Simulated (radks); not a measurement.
The numbers below are computed, except where a source is named.
Coulomb parameter of the 4f shell of the neodymium ion Nd+ in the model configuration [Xe] 4f2.5 5d1.5 6s1, as a second difference U = [E(n + 0.5) + E(n - 0.5) - 2 E(n)] / (0.5)^2 with all orbitals relaxed. "Bare": the charge of the atom changes with n. "Screened": the 5d shell takes up the change at fixed total charge, which measures U(4f,4f) + U(5d,5d) - 2 U(4f,5d). Code: a radial shooting solver on a logarithmic mesh with Libxc functionals. Model: Dirac Kohn-Sham, PBE, spin-unpolarised, spherical densities, finite nucleus; open shells are shared between the two j in proportion to 2j + 1; Fermi nuclear charge, rms radius 4.9123 fm.

case,configuration,E - E(n) (eV)
start,[Xe] 4f2.5 5d1.5 6s1,0.000
bare +0.5,[Xe] 4f3 5d1.5 6s1,-6.168
bare -0.5,[Xe] 4f2 5d1.5 6s1,9.993
screened +0.5,[Xe] 4f3 5d1 6s1,-2.788
screened -0.5,[Xe] 4f2 5d2 6s1,4.053

U(bare) = 15.299 eV, U(screened by 5d) = 5.063 eV, against the Slater integral F0(4f,4f) = 26.344 eV with frozen orbitals.
